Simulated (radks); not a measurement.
Results of a calculation; reference values are marked as such.
Q: Ionisation of S+, [Ne] 3s2 3p3, to S2+, [Ne] 3s2 3p2, under several functionals. Non-relativistic Kohn-Sham, spin-unpolarised, spherical densities, point nucleus; a radial shooting solver on a logarithmic mesh with Libxc functionals. The NIST Atomic Spectra Database gives 23.338 eV (measured). Rank these functionals by the error of their Delta-SCF ionisation energy: RPBE; BP86; r2SCAN; AM05; exchange-only PBE; SOGGA; BLYP; SCAN; Wu-Cohen GGA; HCTH/407; LDA (Slater exchange, Perdew-Wang correlation).

A: From best to worst: HCTH/407 22.545 eV (-0.793); SCAN 22.412 eV (-0.925); r2SCAN 22.397 eV (-0.941); BP86 22.388 eV (-0.950); LDA (Slater exchange, Perdew-Wang correlation) 22.382 eV (-0.956); Wu-Cohen GGA 22.283 eV (-1.054); RPBE 22.280 eV (-1.058); AM05 22.237 eV (-1.101); SOGGA 22.167 eV (-1.171); BLYP 22.149 eV (-1.189); exchange-only PBE 21.301 eV (-2.036). Spin polarisation and multiplet splitting are left out, so open shells lie too high by an amount that depends on their filling.

Beside tabulated values, note that spin-unpolarised runs miss the spin-polarisation part of the exchange energy of open shells.
